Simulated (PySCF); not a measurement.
Computed XPS line lists of a few unrelated compounds.

Method: delta-SCF UKS SCAN, pcX-2 on the ionised atom, pcseg-1 elsewhere, spin-free X2C (PySCF 2.14.0). Geometries: PBE0-D3(BJ)/def2-SVP; isolated species, one conformer each.

Line lists (1s up to Mg, 2p3/2 beyond; areas count atoms within a level, one atom standing for each set equivalent by bonding):
1. C 1s: 290.38 (area 1), 290.46 (area 1), 293.13 (area 1) eV; N 1s: 405.91 eV; O 1s: 536.87 (area 1), 537.66 (area 1) eV; Si 2p3/2: 107.10 (area 1), 107.30 (area 1) eV
2. C 1s: 290.65 (area 1), 290.80 (area 1), 290.88 (area 1), 292.84 (area 1) eV; F 1s: 691.97 eV
3. C 1s: 290.79 (area 1), 291.91 (area 2) eV; O 1s: 537.97 eV

Structures:
A. `CC[C@H](C)F`
B. `NC(=O)[Si@H]1CC[SiH2]O1`
C. `OCCCO`

Which list belongs to which compound?

- 1 = B: no other candidate has this set of levels. C 1s: 290.38 sp3 carbon bound to silicon, 290.46 sp3 carbon bound to silicon, 293.13 carbonyl carbon; N 1s: 405.91 nitrogen bound to a carbonyl carbon; O 1s: 536.87 carbonyl oxygen, 537.66 siloxane oxygen; Si 2p3/2: 107.10 oxygen-bound silicon, 107.30 oxygen-bound silicon.
- 2 = A: no other candidate has this set of levels. C 1s: 290.65 methyl carbon, 290.80 chain CH2 carbon, 290.88 methyl carbon, 292.84 sp3 C–F carbon; F 1s: 691.97 alkyl fluorine.
- 3 = C: no other candidate has this set of levels. C 1s: 290.79 chain CH2 carbon, 291.91 carbinol carbon (C–OH) (×2); O 1s: 537.97 alcohol oxygen (×2).

The 2p values aren't plain energy differences: one relaxed spin-free 2p hole is combined with a matrix within the shell (ground-state 2p orbital-energy differences and spin–orbit coupling). 2p3/2, the mean of its two sublevels, lies a third of the splitting below the shell's mean and 2p1/2 two thirds above it; the statistical areas are 2:1.
